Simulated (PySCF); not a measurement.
## C4H5ClNO: g tensor and hyperfine couplings

Compound: C4H5ClNO (doublet state).
Geometry (GFN2-xTB, Å), atoms numbered from 1 in this order:
```
atom  x, y, z in Å
N1    -1.5044    0.7192    0.4393
C2    -1.4811   -0.6095    0.5774
O3    -2.4110   -1.2874    0.9447
C4    -0.1476   -1.2605    0.2290
C5     0.9178   -0.6622   -0.1735
C6     1.8597    0.2469   -0.5711
Cl7    1.1647    2.1673   -0.5649
H8    -0.6960    1.2433    0.1273
H9    -2.3573    1.2093    0.6547
H10   -0.1944   -2.3338    0.3622
H11    2.1542    0.1879   -1.6134
H12    2.6964    0.3787    0.1064
```

The hyperfine couplings belong to this conformer and change with its torsions.

As a line formula: `NC(=O)/C=[C]\CCl` [radical].

Theory: UKS B3LYP, pcH-1 on C Cl H N O, non-relativistic, mean-field spin-orbit, GIAO (PySCF). One conformer (not necessarily the lowest) at the GFN2-xTB geometry, without solvent, vibrations or thermal averaging. The geometry wasn't refined by DFT: couplings that depend on bond lengths, twists or pyramidal angles can differ widely from those at the functional's own minimum. The SCF solution wasn't tested for stability.

```
g1, g2, g3        : 2.00204, 2.00943, 2.01070
g_iso             : 2.00739
Form of g         : close to axial: the two nearest values differ by 15 % of g3 − g1
⟨S²⟩              : 0.7608 (exact 0.7500)
α and β electrons : 31, 30
Total energy      : -745.55830 Eh
Basis functions   : 235
```

Hyperfine couplings atom by atom, in MHz; T1 to T3 are the principal values of the dipolar part:

```tsv
atom	isotope	a_iso	of which spin–orbit	T1	T2	T3	Mulliken spin population
N1	14N	1.4	0.0	-1.0	0.0	1.0	0.00
C2	13C	68.8	0.0	-6.5	-5.8	12.3	0.05
O3	17O	-1.8	0.0	-13.9	5.6	8.4	0.03
C4	13C	-43.7	0.0	-12.3	3.3	8.9	-0.12
C5	13C	81.5	0.0	-63.1	-48.5	111.5	0.73
C6	13C	58.8	-0.2	-2.9	-0.9	3.8	-0.06
Cl7	35Cl	48.8	3.2	-55.9	-55.8	111.7	0.30
H8	1H	-0.1	0.0	-5.7	0.0	5.7	0.00
H9	1H	1.4	0.0	-2.0	-0.2	2.3	0.00
H10	1H	128.2	0.0	-4.6	-2.9	7.5	0.05
H11	1H	22.2	0.0	-7.1	-0.7	7.8	0.01
H12	1H	22.2	0.0	-7.1	-0.7	7.8	0.01
```

The largest Mulliken spin populations are on C5 (+0.73), Cl7 (+0.30) and C4 (-0.12).

Axes: g1 points within 9° of the C6–Cl7 bond.

Under fast tumbling the dipolar parts average out, and these isotropic splittings remain: 1 × 1H (H10, I = 1/2, 2 lines) with 4.56 mT, 1 × 35Cl (Cl7, I = 3/2, 4 lines) with 1.74 mT, 2 × 1H (H11/H12, I = 1/2, 3 lines) with 0.79 mT, 1 × 14N (N1, I = 1, 3 lines) with 0.05 mT and 1 × 1H (H9, I = 1/2, 2 lines) with 0.05 mT.

Nuclei that the bonding pattern makes equivalent are averaged, as if the motion that swaps them (rotation, inversion, ring flip) were fast. H8 and H9 aren't averaged: N1 is flat or nearly so (angle sum 360°), and its turn about the short N1–C2 bond (1.34 Å) is taken as slow.

Main isotope only: 35Cl (natural samples also hold 24 % 37Cl, magnetic too, which adds its own pattern).

The 13C coupling of C5 (81.5 MHz) shows only in satellite lines or after enrichment, since that isotope makes up about 1.07 % of natural carbon.

The spin density at the nucleus, in bohr⁻³, is negative for C4 (-0.0389), for instance. A restricted open-shell determinant has no negative spin density anywhere; here it arises because α and β orbitals differ (spin polarisation).

Time: 45 s of wall time (with the writing of density and orbital grids); peak memory 0.90 GiB. Hardware: one thread of an Arm Neoverse V2, no GPU, on a shared host.
